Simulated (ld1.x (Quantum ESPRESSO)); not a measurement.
**Before and after: ultrasoft potential for lithium (Li)**

* Element: lithium (Li)
* Generator: ld1.x (Quantum ESPRESSO) 7.5
* Type: ultrasoft
* Functional: LDA (PZ)
* Relativity: non-relativistic
* Frozen core: [He]
* Valence charge: 1
* Reference configuration: 2s1 2p0
* Partial waves: 2s (bound): rcut 2.45, rcutus 2.95 bohr; 2s channel at 0.3 Ry: rcut 2.45, rcutus 2.95 bohr; 2p (bound, empty): rcut 3.70, rcutus 4.25 bohr; 2p channel at 0.9 Ry: rcut 3.70, rcutus 4.25 bohr; 3d channel at 0.3 Ry: rcut 3.50, rcutus 4.50 bohr
* Local potential: all-electron potential smoothed inside 4.00 bohr (lloc = -1)
* Core correction: a·sin(br)/r model core inside 2.00 bohr
* Augmentation charge: PSQ, inside the norm-conserving radii

Change: type RRKJ; waves now 2p (bound): rc 4.25 bohr; 3d channel at 0.3 Ry: rc 4.50 bohr; 2s (bound): rc 2.95 bohr; local potential the s channel; rho0 0.01.

Cutoffs: the cutoffs (Ry, on a coarse ladder) from which the occupation-weighted sum of valence levels, in a spherical-Bessel basis at the reference potential, stays within 10 and 1 mRy of its value at 400 Ry; they do not see the model core or the augmentation charge, which bear on the density cutoff. Errors are all-electron minus pseudo energies relative to the spin-unpolarised reference configuration.

**Question.** How do hardness, ghosts and transferability respond?

**Answer.** Both files are so soft that the ladder of cutoffs tells neither apart; the errors of the 4 common tests hardly move; the range in which the s phases agree narrows (upper end 2.7 → 0.5); the range in which the p phases agree narrows (upper end 2.1 → 0.5); neither file shows a bound ghost. Several settings change at once here, so the effects cannot be laid on one of them.

| quantity | base | changed |
| --- | --- | --- |
| cutoff, loose | 6 Ry | 6 Ry |
| cutoff, tight | 6 Ry | 6 Ry |
| bound ghosts | none | none |
| error for 2s0.5 2p0, meV [ΔE 2.04 eV] | +1.9 | +2.1 |
| error for 2s0 2p1, meV [ΔE 1.75 eV] | +5.4 | -5.6 |
| error for 2s1 2p0 (spin-polarised), meV [ΔE -0.23 eV] | +5.6 | +5.4 |
| error for 2s0.5 2p0 (spin-polarised), meV [ΔE 1.95 eV] | +4.2 | +4.3 |
| s: phases at 4.93 bohr within 0.05 rad from the reference energy up to (Ry; the scan ends near 5) | 2.7 | 0.5 |
| p: phases at 4.93 bohr within 0.05 rad from the reference energy up to (Ry; the scan ends near 5) | 2.1 | 0.5 |
| d: phases at 4.93 bohr within 0.05 rad from the reference energy up to (Ry; the scan ends near 5) | 1.4 | 1.5 |
